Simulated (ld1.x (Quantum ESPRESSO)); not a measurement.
## What one change does to a pseudopotential (tungsten, PAW)

```json
{"Element": "tungsten", "Generator": "ld1.x (Quantum ESPRESSO) 7.5", "Type": "PAW", "Functional": "LDA (PZ)", "Relativity": "scalar-relativistic", "Frozen core": "[Kr] 4d10 4f14", "Valence charge": "14", "Reference configuration": "5s2 5p6 5d3 6s0 6p0 (charge +3)", "Partial waves": "5s (bound): rcut 1.35, rcutus 1.45 bohr; 6s (bound, empty): rcut 1.35, rcutus 1.45 bohr; 5p (bound): rcut 1.80, rcutus 2.05 bohr; 6p (bound, empty): rcut 1.80, rcutus 2.05 bohr; 5d (bound): rcut 1.95, rcutus 2.20 bohr; 5d channel at -2 Ry: rcut 1.95, rcutus 2.20 bohr", "Local potential": "all-electron potential smoothed inside 2.10 bohr (lloc = -1)", "Core correction": "Bessel-smoothed model core, default radius (core density twice the valence density)", "Augmentation charge": "BESSEL, radius 1.20 bohr"}
```

All-electron outer shells of the reference configuration (LDA (PZ), scalar-relativistic, ld1.x):

| shell | level (eV) | outermost node (bohr) | outermost maximum (bohr) |
| --- | --- | --- | --- |
| 5s | -108.30 | 0.53 | 0.96 |
| 5p | -72.11 | 0.57 | 1.09 |
| 4f | -62.66 | – | 0.43 |
| 5d | -31.44 | 0.63 | 1.43 |
| 6s | -28.66 | 1.26 | 2.36 |
| 6p | -20.94 | 1.48 | 2.85 |

Change: waves 5p (bound): rcut 1.80, rcutus 2.80 bohr; 6p (bound): rcut 1.80, rcutus 2.80 bohr.

Cutoffs: the cutoffs (Ry, on a coarse ladder) from which the occupation-weighted sum of valence levels, in a spherical-Bessel basis at the reference potential, stays within 10 and 1 mRy of its value at 400 Ry; they do not see the model core or the augmentation charge, which bear on the density cutoff. Errors are all-electron minus pseudo energies relative to the spin-unpolarised reference configuration.

Task: How do hardness, ghosts and transferability respond?

Result: The potential gets softer (25 Ry and 45 Ry → 25 Ry and 35 Ry); the number of tests that count goes from 9 to 8; of the 8 tests that both files solve, the error grows in 5 and shrinks in 2 by more than 15 % and 0.3 meV (median size 10.4 → 12.1 meV); neither file shows a bound ghost at the reference potential, the only one tested. A larger radius leaves more room for a smooth pseudo-wave, so fewer plane waves are needed.

| quantity | base | changed |
| --- | --- | --- |
| cutoff, loose | 25 Ry | 25 Ry |
| cutoff, tight | 45 Ry | 35 Ry |
| loose cutoff by channel (10 mRy a level) | s 21 Ry, p 15 Ry, d 18 Ry | s 21 Ry, p 10 Ry, d 18 Ry |
| bound ghosts | none | none |
| tests counted (converged, no solver errors) | 9 of 9 | 8 of 9 |
| error for 5s2 5p6 5d4 6s2 6p0, meV [ΔE -50.86 eV] | -1.1 | -0.7 |
| error for 5s2 5p6 5d4 6s1 6p0, meV [ΔE -41.73 eV] | -3.9 | -6.7 |
| error for 5s2 5p6 5d4 6s0 6p0, meV [ΔE -25.70 eV] | -5.9 | -11 |
| error for 5s2 5p6 5d4.5 6s1.5 6p0, meV [ΔE -50.17 eV] | -7.8 | -10 |
| error for 5s2 5p5 5d4 6s2 6p0, meV [ΔE -1.70 eV] | -65 | +13 |
| error for 5s2 5p6 5d2 6s0 6p0, meV [ΔE 37.54 eV] | -29 | -40 |
| error for 5s2 5p6 5d3 6s0 6p0 (spin-polarised), meV [ΔE -1.50 eV] | -13 | -14 |
| error for 5s2 5p6 5d4 6s2 6p0 (spin-polarised), meV [ΔE -52.80 eV] | -17 | -20 |
| lowest overlap eigenvalue by channel | s 0.26, p 0.10, d 0.94 | s 0.26, p 0.62, d 0.94 |

Changed file: Tests not counted: 5s2 5p6 5d4 6s0 6p1 (solver errors, printed error -2.7 eV). These tests converged, but a pseudo level misses the all-electron one widely, so the file describes the atom poorly there or has found another state: 5s2 5p6 5d2 6s0 6p0: empty 6p by 20.1 eV.
